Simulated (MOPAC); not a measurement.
MOPAC input (AM1):

```
AM1 FORCE THERMO(298,298) PRECISE LET UHF MS=0.5 GEO-OK AUX(PRECISION=9) THREADS=1
C3HFNS

F    -2.02428204 1   -1.23095027 1    0.12614955 1
C    -0.86184793 1   -0.57029630 1    0.05308411 1
C    -0.67431554 1    0.80609097 1    0.05845986 1
S     0.87552327 1    1.32541457 1   -0.04384238 1
C     1.35615958 1   -0.34600271 1   -0.10033676 1
N     0.38123709 1   -1.24760537 1   -0.04375468 1
H     2.40532015 1   -0.64654931 1   -0.17840413 1
```

From the output:

```
     H    7   5.670088

          HEAT OF FORMATION =      84.179291 KCALS/MOLE

          ZERO POINT ENERGY      22.485 KCAL/MOL

           NORMAL COORDINATE ANALYSIS (Total motion = 1 Angstrom)

   Root No.       1         2         3         4         5         6         7         8

                 1 A"      1 A'      2 A"      2 A'      3 A'      3 A"      4 A'      4 A"

                 253.0     431.5     448.1     585.7     634.9     645.9     835.4     853.9

           1   -0.0000    0.0336    0.0000   -0.2158    0.1141   -0.0000    0.0752   -0.0000
           2    0.0000    0.2117   -0.0000    0.0098   -0.0484    0.0000   -0.0041    0.0000
           3   -0.1715    0.0000    0.0222    0.0000   -0.0000   -0.0515    0.0000   -0.0014
           4    0.0000    0.0315   -0.0000   -0.1535    0.0736    0.0000    0.0286    0.0000
           5   -0.0000   -0.1536    0.0000   -0.0875    0.0324   -0.0000   -0.0766   -0.0000
           6    0.1594   -0.0000   -0.0632   -0.0000    0.0000    0.3740   -0.0000    0.0189
           7    0.0000   -0.0235    0.0000    0.0400    0.0837   -0.0000   -0.0032   -0.0000
           8   -0.0000   -0.1263   -0.0000   -0.2078    0.0201    0.0000   -0.0015    0.0000
           9    0.2542   -0.0000    0.1374   -0.0000   -0.0000   -0.1576   -0.0000   -0.0026
          10   -0.0000   -0.0823   -0.0000    0.2016   -0.0090   -0.0000    0.0412    0.0000
          11    0.0000    0.0547    0.0000    0.1267    0.1216    0.0000   -0.0216   -0.0000
          12   -0.0833    0.0000   -0.0591    0.0000    0.0000   -0.0015   -0.0000    0.0113
          13   -0.0000    0.0599    0.0000   -0.0367   -0.1497    0.0000   -0.1383   -0.0000
          14    0.0000   -0.0324   -0.0000   -0.0169   -0.1952   -0.0000    0.2413    0.0000
          15   -0.0505    0.0000    0.1597   -0.0000   -0.0000    0.0830    0.0000   -0.1392
          16    0.0000    0.0734   -0.0000   -0.0357   -0.1324   -0.0000   -0.0988    0.0000
          17   -0.0000   -0.1491    0.0000   -0.0331   -0.0798    0.0000   -0.1113   -0.0000
          18    0.1232   -0.0000   -0.1266   -0.0000   -0.0000   -0.1935    0.0000    0.0236
          19   -0.0000    0.1547    0.0000   -0.0588   -0.1157    0.0000   -0.0101    0.0000
          20    0.0000    0.0638   -0.0000   -0.0351   -0.1470   -0.0000    0.3658   -0.0000
          21   -0.1579    0.0000    0.4319   -0.0000   -0.0000    0.1388    0.0000    0.8030

   Root No.       9        10        11        12        13        14        15

                 5 A'      6 A'      7 A'      8 A'      9 A'     10 A'     11 A'

                 886.1    1062.3    1215.9    1350.6    1614.7    1720.3    3189.8

           1    0.0017   -0.0621    0.0798    0.0469    0.0143   -0.1566   -0.0001
           2   -0.0359   -0.0083    0.0048   -0.0054   -0.0092   -0.0018   -0.0000
           3    0.0000    0.0000    0.0000   -0.0000    0.0000    0.0000    0.0000
           4   -0.0121   -0.0007   -0.0368   -0.0715    0.0011    0.4643    0.0021
           5    0.0511    0.0675    0.0088    0.2713    0.1129    0.0778   -0.0019
           6    0.0000    0.0000    0.0000    0.0000    0.0000   -0.0000    0.0000
           7    0.3584    0.0713   -0.1047   -0.0802   -0.0558   -0.1265    0.0011
           8   -0.2721    0.0531   -0.1094   -0.1357   -0.0392   -0.1394   -0.0010
           9   -0.0000   -0.0000   -0.0000   -0.0000    0.0000   -0.0000    0.0000
          10   -0.1137   -0.0083    0.0174    0.0030    0.0061    0.0003   -0.0002
          11   -0.0009   -0.0065   -0.0045   -0.0014    0.0101   -0.0021    0.0006
          12    0.0000   -0.0000   -0.0000    0.0000    0.0000    0.0000    0.0000
          13    0.0112   -0.0075   -0.0232   -0.0624    0.3066   -0.0622   -0.0567
          14    0.1195   -0.0381   -0.0573    0.0397    0.0450    0.0141    0.0526
          15   -0.0000    0.0000   -0.0000    0.0000   -0.0000    0.0000   -0.0000
          16   -0.0442    0.0148   -0.0348    0.1288   -0.2587   -0.0217   -0.0002
          17    0.1335   -0.0767    0.1129   -0.1301   -0.1012    0.0440    0.0026
          18    0.0000    0.0000    0.0000   -0.0000   -0.0000    0.0000   -0.0000
          19   -0.0606    0.4778    0.3890   -0.2163    0.1306   -0.0412    0.6491
          20    0.0627    0.4456    0.3642   -0.1335   -0.1547    0.0559   -0.6449
          21   -0.0000    0.0000    0.0000   -0.0000   -0.0000    0.0000   -0.0000

           MASS-WEIGHTED COORDINATE ANALYSIS (NORMAL COORDINATES)

   Root No.       1         2         3         4         5         6         7         8

                 1 A"      1 A'      2 A"      2 A'      3 A'      3 A"      4 A'      4 A"

                 253.0     431.5     448.1     585.7     634.9     645.9     835.4     853.9

           1   -0.0000    0.1000    0.0000   -0.4907    0.3488   -0.0000    0.2566   -0.0000
           2    0.0000    0.6292   -0.0000    0.0222   -0.1481    0.0000   -0.0138    0.0000
           3   -0.5120    0.0000    0.0917    0.0000   -0.0000   -0.1378    0.0000   -0.0063
           4    0.0000    0.0744   -0.0000   -0.2775    0.1790    0.0000    0.0775    0.0000
           5   -0.0000   -0.3631    0.0000   -0.1581    0.0789   -0.0000   -0.2078   -0.0000
           6    0.3784   -0.0000   -0.2073   -0.0000    0.0000    0.7954   -0.0000    0.0690
           7    0.0000   -0.0554    0.0000    0.0722    0.2035   -0.0000   -0.0087   -0.0000
           8   -0.0000   -0.2985   -0.0000   -0.3757    0.0490    0.0000   -0.0040    0.0000
           9    0.6036   -0.0000    0.4511   -0.0000   -0.0000   -0.3352   -0.0000   -0.0095
          10   -0.0000   -0.3179   -0.0000    0.5955   -0.0357   -0.0000    0.1826    0.0000
          11    0.0000    0.2112    0.0000    0.3743    0.4830    0.0000   -0.0958   -0.0000
          12   -0.3231    0.0000   -0.3169    0.0000    0.0000   -0.0051   -0.0000    0.0675
          13   -0.0000    0.1416    0.0000   -0.0664   -0.3640    0.0000   -0.3751   -0.0000
          14    0.0000   -0.0765   -0.0000   -0.0305   -0.4745   -0.0000    0.6547    0.0000
          15   -0.1200    0.0000    0.5241   -0.0000   -0.0000    0.1766    0.0000   -0.5089
          16    0.0000    0.1874   -0.0000   -0.0696   -0.3476   -0.0000   -0.2894    0.0000
          17   -0.0000   -0.3806    0.0000   -0.0646   -0.2095    0.0000   -0.3261   -0.0000
          18    0.3159   -0.0000   -0.4487   -0.0000   -0.0000   -0.4444    0.0000    0.0933
          19   -0.0000    0.1059    0.0000   -0.0308   -0.0815    0.0000   -0.0079    0.0000
          20    0.0000    0.0436   -0.0000   -0.0184   -0.1035   -0.0000    0.2875   -0.0000
          21   -0.1086    0.0000    0.4107   -0.0000   -0.0000    0.0855    0.0000    0.8502

   Root No.       9        10        11        12        13        14        15

                 5 A'      6 A'      7 A'      8 A'      9 A'     10 A'     11 A'

                 886.1    1062.3    1215.9    1350.6    1614.7    1720.3    3189.8

           1    0.0040   -0.3101    0.3566    0.1489    0.0393   -0.3577   -0.0005
           2   -0.0854   -0.0414    0.0217   -0.0171   -0.0254   -0.0041   -0.0001
           3    0.0000    0.0000    0.0000   -0.0000    0.0000    0.0000    0.0000
           4   -0.0229   -0.0027   -0.1308   -0.1805    0.0025    0.8433    0.0077
           5    0.0966    0.2681    0.0313    0.6845    0.2476    0.1413   -0.0070
           6    0.0000    0.0000    0.0000    0.0000    0.0000   -0.0000    0.0000
           7    0.6775    0.2833   -0.3720   -0.2024   -0.1225   -0.2298    0.0041
           8   -0.5143    0.2109   -0.3885   -0.3424   -0.0860   -0.2532   -0.0038
           9   -0.0000   -0.0000   -0.0000   -0.0000    0.0000   -0.0000    0.0000
          10   -0.3511   -0.0540    0.1009    0.0123    0.0217    0.0009   -0.0014
          11   -0.0029   -0.0421   -0.0262   -0.0060    0.0362   -0.0063    0.0034
          12    0.0000   -0.0000   -0.0000    0.0000    0.0000    0.0000    0.0000
          13    0.0211   -0.0299   -0.0823   -0.1575    0.6729   -0.1129   -0.2052
          14    0.2258   -0.1514   -0.2034    0.1001    0.0987    0.0257    0.1904
          15   -0.0000    0.0000   -0.0000    0.0000   -0.0000    0.0000   -0.0000
          16   -0.0902    0.0633   -0.1335    0.3508   -0.6130   -0.0425   -0.0008
          17    0.2724   -0.3290    0.4330   -0.3544   -0.2399    0.0863    0.0102
          18    0.0000    0.0000    0.0000   -0.0000   -0.0000    0.0000   -0.0000
          19   -0.0332    0.5496    0.4002   -0.1581    0.0830   -0.0217    0.6809
          20    0.0343    0.5125    0.3748   -0.0976   -0.0983    0.0294   -0.6765
          21   -0.0000    0.0000    0.0000   -0.0000   -0.0000    0.0000   -0.0000

          DESCRIPTION OF VIBRATIONS

 VIBRATION          1    1A"         ATOM PAIR     ENERGY CONTRIBUTION    RADIAL
 FREQUENCY           253.01         F 1 -- C 2         +22.8% (106.0%)      0.0%
 TRANSITION DIPOLE   0.4638         C 3 -- S 4         +18.9% ( 96.5%)      0.0%
 TRAVEL (Ang.)       0.2707         C 2 -- C 5         +13.9% ( 82.7%)      0.0%
 REDUCED MASS        3.6373         C 2 -- S 4         +13.4% ( 81.3%)      0.0%
 EFFECTIVE MASS     16.0586
 FORCE CONSTANT      0.1372

 VIBRATION          2    1A'         ATOM PAIR     ENERGY CONTRIBUTION    RADIAL
 FREQUENCY           431.50         F 1 -- C 2         +15.3% (115.6%)      0.1%
 TRANSITION DIPOLE   0.1601         S 4 -- N 6         +12.7% (105.3%)      2.5%
 TRAVEL (Ang.)       0.1843         C 5 -- N 6         +12.0% (102.2%)      0.6%
 REDUCED MASS        4.5999         C 2 -- C 5         +11.8% (101.4%)      3.4%
 EFFECTIVE MASS     19.1929         C 2 -- S 4         +11.7% (101.0%)      8.0%
 FORCE CONSTANT      0.5046         C 2 -- N 6         +10.3% ( 94.8%)     42.5%

 VIBRATION          3    2A"         ATOM PAIR     ENERGY CONTRIBUTION    RADIAL
 FREQUENCY           448.13         C 5 -- N 6         +27.4% ( 87.3%)      0.0%
 TRANSITION DIPOLE   0.0009         S 4 -- C 5         +16.5% ( 67.9%)      0.0%
 TRAVEL (Ang.)       0.2532         C 2 -- C 5         +14.5% ( 63.6%)      0.0%
 REDUCED MASS        2.3470         C 2 -- C 3         +10.1% ( 53.1%)      0.0%
 EFFECTIVE MASS     14.2060
 FORCE CONSTANT      0.2777

 VIBRATION          4    2A'         ATOM PAIR     ENERGY CONTRIBUTION    RADIAL
 FREQUENCY           585.71         C 2 -- S 4         +21.6% (106.9%)     94.6%
```
